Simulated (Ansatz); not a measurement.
`Cl[SiH2][SbH2]` + NH₃ → `N[SiH2][SbH2]` + HCl at 500 K and 1 bar (ligand exchange at the Si–Cl bond).

Computed with Ansatz on PBE0-D4/def2-TZVP structures; ΔE is electronic, products minus reactants. CCSD(T)/CBS adds triple-zeta CCSD(T) − MP2 to the extrapolated MP2 energy (def2 sets, frozen cores). This one scheme is used for every species. def2 core potentials past Kr. For Sb outer-core shells are correlated without core-valence functions, which leaves a few kJ/mol of doubt a bond. One conformer a species, not always the lowest.

```
         species  CCSD(T)/CBS energy (Eh)  H − E (kJ/mol)  S (J/(mol·K))
`Cl[SiH2][SbH2]`               -991.31414           123.2          390.1
             NH₃                -56.50880           108.2          211.8
 `N[SiH2][SbH2]`               -587.42139           192.1          404.8
             HCl               -460.38127            32.5          201.9
```

H − E and S are ideal-gas, rigid-rotor, harmonic terms from PBE0-D4/def2-TZVP, for one conformer and one mirror image of each species. 1 Eh = 2625.50 kJ/mol, R = 8.31446 J/(mol·K).

Q: By hand: ΔE, ΔH, ΔS and ΔG.

A: ΔE = (-587.42139) + (-460.38127) − (-991.31414) − (-56.50880) = 0.02028 Eh = 53.2 kJ/mol. Δ(H − E) = 192.1 + 32.5 − 123.2 − 108.2 = -6.8, so ΔH = 46.4 kJ/mol. ΔS = 404.8 + 201.9 − 390.1 − 211.8 = 4.8 J/(mol·K). ΔG = 46.4 − 500 × (4.8)/1000 = 44.0 kJ/mol.

Q: By hand: the equilibrium constant, and the temperature at which ΔG would vanish if ΔH and ΔS stayed fixed.

A: log₁₀ K = −ΔG/(RT ln 10) = -4.6. ΔG = 0 at ΔH/ΔS = 9667 K, far beyond where these terms or the molecules hold.

The number of gas molecules stays the same, so ΔS is small and ΔH decides. A doubt of 5 kJ/mol in ΔE shifts log₁₀ K by 0.5 here. Other conformers and mirror images would add mixing entropy, several J/(mol·K) or more a flexible species. These are equilibria of isolated gas molecules and say nothing of rates. Largest T1 diagnostic: 0.013 (customary marks: 0.02 for closed shells, 0.045 for open ones).
